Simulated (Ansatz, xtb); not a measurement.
## Ranking isomers of CH3F2InSe

3 gas-phase structures of CH3F2InSe, from a drawn sample of its isomers (lower ones may exist). Each was relaxed with GFN2-xTB; where two conformers were screened, the lower at r2SCAN-D4/def2-SVP is listed:

A. `F[CH2][In]([F])[SeH]`, a singlet
B. `FC[Se][InH][F]`, a singlet
C. `C[Se][In]([F])[F]`, a singlet

**Question.** Which do you expect lowest at r2SCAN-D4/def2-SVP, and how would the others follow?

**Answer.** Calculated order at r2SCAN-D4/def2-SVP: C (0.0), A (114.7), B (119.1) kJ/mol.

Energies above the lowest of each column, in kJ/mol:

| structure | GFN2-xTB | HF/STO-3G | r2SCAN-D4/def2-SVP |
| --- | --- | --- | --- |
| C | 0.0 | 0.0 | 0.0 |
| A | 132.9 | 51.0 | 114.7 |
| B | 130.3 | 11.2 | 119.1 |

Every level run on C puts it lowest or level with the lowest. Flexible structures stand in one conformer each, not always the lowest. Frequencies (GFN2-xTB) were run for A alone. Atoms past krypton carry core potentials in the def2 sets, without spin–orbit terms.

Programs: Ansatz 0.2.0, xtb 6.7.1.
